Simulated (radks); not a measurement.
Results of a calculation; reference values are marked as such.
Initial-state core-level shifts of neutral mercury when its valence configuration changes from [Hg]. Level of theory: scalar-relativistic Kohn-Sham, LDA (Slater exchange, Perdew-Wang correlation), spin-polarised, spherical densities, point nucleus; open shells are filled with parallel spins first (spin-orbit coupling, left out, can overturn this in heavy ions) (a radial shooting solver on a logarithmic mesh with Libxc functionals). Shifts are changes of the shell-averaged eigenvalues in eV (positive: less bound).

valence                         1s       2p       3s       3p
[Xe] 4f14 5d9 6s2 6p1       -5.487   -5.593   -5.555   -5.555
[Xe] 4f14 5d8.5 6s2 6p1.5   -8.152   -8.324   -8.259   -8.258
[Xe] 4f13 5d10 6s2 6p1     -18.537  -19.685  -21.900  -21.858
[Xe] 4f14 5d10 6s1 6p1      -2.047   -2.006   -2.024   -2.023
[Xe] 4f13 5d9.5 6s2 6p1.5  -21.315  -22.530  -24.717  -24.674
[Xe] 4f13.5 5d9 6s2 6p1.5  -14.681  -15.367  -16.414  -16.393
